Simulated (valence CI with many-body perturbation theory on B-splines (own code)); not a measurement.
Level structure of Te11+

Level of theory: configuration interaction combined with many-body perturbation theory (CI+MBPT): five valence electrons over a frozen Dirac-Fock core [Kr], radial functions for each j: 7 s, 7 p, 8 d, 6 f, 4 g, 1 h, with the one-electron correlation potential Σ1 (screened to all orders), the two-electron term Σ2, the three-electron term Σ3, Breit, model QED; selected single and double excitations, second order for the rest, scaled by the run's own slope (own B-spline code, finite nucleus).

No measured spectrum was set against this ion. As an estimate, terms of the open shell hold to 2 to 4 % of their energy, and close levels can change places. Core correlation moves these levels by up to 10000 cm⁻¹, and in measured spectra 5 to 20 % of such shifts remained as error; rates that hang on mixing are uncertain with them. Among the levels kept, up to 570 cm⁻¹ of a level comes from second order outside the variational space, and about a tenth of that is noise between levels of different J, which matters for small intervals. The list stops below the first excitations out of the core. Only levels of the ground parity were solved; by the run's estimate the other parity begins above the list, which can be wrong where configurations are misplaced.

Levels 1 to 37 of 37, with energies above the lowest level, 4d⁵ ⁶S_5/2. "Leading %" is the weight of the configuration and term that name the level; weights of strongly mixed levels are sums over their largest components and can fall short. In the jj column 3d3/2^4 stands for four electrons in 3d with j = 3/2. Lifetimes count E1, E2, E3, M1 and M2 decay at the calculated energies, and are blank where another channel may lead or the interval is too uncertain; long ones can be off by a factor of two.

```tsv
No.	Configuration	Term	J	E (cm⁻¹)	Leading %	Second component	Lifetime	Leading jj
1	4d⁵	⁶S	5/2	0.0	92	7 % 4d⁵ ⁴P		4d3/2^3 4d5/2^2 (38 %)
2	4d⁵	⁴G	5/2	34320	42	16 % 4d⁵ ²F	17.8 ms	4d3/2^4 4d5/2 (64 %)
3	4d⁵	⁴G	7/2	39437	77	8 % 4d⁵ ²F	225 ms	4d3/2^3 4d5/2^2 (73 %)
4	4d⁵	⁴G	11/2	40579	87	10 % 4d⁵ ²H		4d3/2^3 4d5/2^2 (57 %)
5	4d⁵	⁴G	5/2	41564	39	28 % 4d⁵ ⁴D	10.2 ms	4d3/2^3 4d5/2^2 (46 %)
6	4d⁵	⁴G	9/2	41623	91	4 % 4d⁵ ⁴F	2.42 s	4d3/2^2 4d5/2^3 (53 %)
7	4d⁵	⁴D	3/2	42121	48	44 % 4d⁵ ⁴P	8.76 ms	4d3/2^3 4d5/2^2 (81 %)
8	4d⁵	⁴P	1/2	46352	58	37 % 4d⁵ ⁴D	249 ms	4d3/2^3 4d5/2^2 (50 %)
9	4d⁵	⁴D	7/2	49625	78	14 % 4d⁵ ⁴G	39.2 ms	4d3/2^2 4d5/2^3 (76 %)
10	4d⁵	⁴D	5/2	54386	41	25 % 4d⁵ ²D	8.29 ms	4d3/2^3 4d5/2^2 (48 %)
11	4d⁵	⁴D	1/2	55667	62	35 % 4d⁵ ⁴P	25.0 ms	4d3/2^2 4d5/2^3 (80 %)
12	4d⁵	²I	11/2	57768	79	13 % 4d⁵ ²H	34.0 ms	4d3/2^2 4d5/2^3 (65 %)
13	4d⁵	⁴P	3/2	57887	47	43 % 4d⁵ ⁴D	7.59 ms	4d3/2^2 4d5/2^3 (62 %)
14	4d⁵	²I	13/2	62033	99		266 ms	4d3/2^2 4d5/2^3 (99 %)
15	4d⁵	²F	7/2	63090	40	34 % 4d⁵ ⁴F	49.6 ms	4d3/2^3 4d5/2^2 (73 %)
16	4d⁵	²G	9/2	64361	46	37 % 4d⁵ ⁴F	28.4 ms	4d3/2^3 4d5/2^2 (52 %)
17	4d⁵	⁴F	3/2	64787	50	42 % 4d⁵ ²D	8.27 ms	4d3/2^2 4d5/2^3 (64 %)
18	4d⁵	²F	5/2	65767	29	22 % 4d⁵ ⁴F	3.91 ms	4d3/2^2 4d5/2^3 (42 %)
19	4d⁵	⁴F	5/2	71477	42	31 % 4d⁵ ²F	7.04 ms	4d3/2^2 4d5/2^3 (58 %)
20	4d⁵	²H	9/2	73920	51	41 % 4d⁵ ⁴F	6.69 ms	4d3/2^2 4d5/2^3 (95 %)
21	4d⁵	²G	7/2	75464	51	26 % 4d⁵ ²F	15.1 ms	4d3/2^2 4d5/2^3 (74 %)
22	4d⁵	²D	3/2	77867	52	42 % 4d⁵ ⁴F	9.73 ms	4d3/2 4d5/2^4 (55 %)
23	4d⁵	²F	5/2	79582	61	18 % 4d⁵ ⁴F	7.68 ms	4d3/2^2 4d5/2^3 (63 %)
24	4d⁵	²F	7/2	79631	59	23 % 4d⁵ ²G	4.92 ms	4d3/2 4d5/2^4 (64 %)
25	4d⁵	²H	11/2	84254	76	18 % 4d⁵ ²I	4.21 ms	4d3/2 4d5/2^4 (89 %)
26	4d⁵	²F	7/2	84395	57	30 % 4d⁵ ⁴F	11.5 ms	4d3/2 4d5/2^4 (48 %)
27	4d⁵	²G	9/2	85754	46	36 % 4d⁵ ²H	10.8 ms	4d3/2 4d5/2^4 (68 %)
28	4d⁵	²S	1/2	87476	88	6 % 4d⁵ ⁴P	5.84 ms	4d3/2^3 4d5/2^2 (35 %)
29	4d⁵	²D	5/2	91860	44	40 % 4d⁵ ²F	3.25 ms	4d5/2^5 (53 %)
30	4d⁵	²D	3/2	98334	93		3.60 ms	4d3/2 4d5/2^4 (38 %)
31	4d⁵	²D	5/2	103530	78	15 % 4d⁵ ²F	3.26 ms	4d3/2 4d5/2^4 (42 %)
32	4d⁵	²G	9/2	108150	98		7.38 ms	4d3/2^2 4d5/2^3 (74 %)
33	4d⁵	²G	7/2	110600	91	7 % 4d⁵ ²F	5.26 ms	4d3/2 4d5/2^4 (55 %)
34	4d⁵	²P	3/2	125840	87	11 % 4d⁵ ²D	6.57 ms	4d3/2^2 4d5/2^3 (76 %)
35	4d⁵	²P	1/2	130300	93	5 % 4d⁵ ²S	3.81 ms	4d3/2 4d5/2^4 (45 %)
36	4d⁵	²D	5/2	142730	96			4d3/2^2 4d5/2^3 (75 %)
37	4d⁵	²D	3/2	145670	86	11 % 4d⁵ ²P		4d3/2 4d5/2^4 (70 %)
```

Names give the largest LS component (configuration and term), which can be under half, so a name can repeat, a term be missing and a line seem to break the LS rules; names also repeat where a configuration has a term twice.

The ionisation energy to 4d⁴ ⁵D0 of the next ion comes out as 246.14 eV (NIST: 245 ± 2.5 eV (theoretical)). All 37 levels together are meant to be complete up to 454120 cm⁻¹.
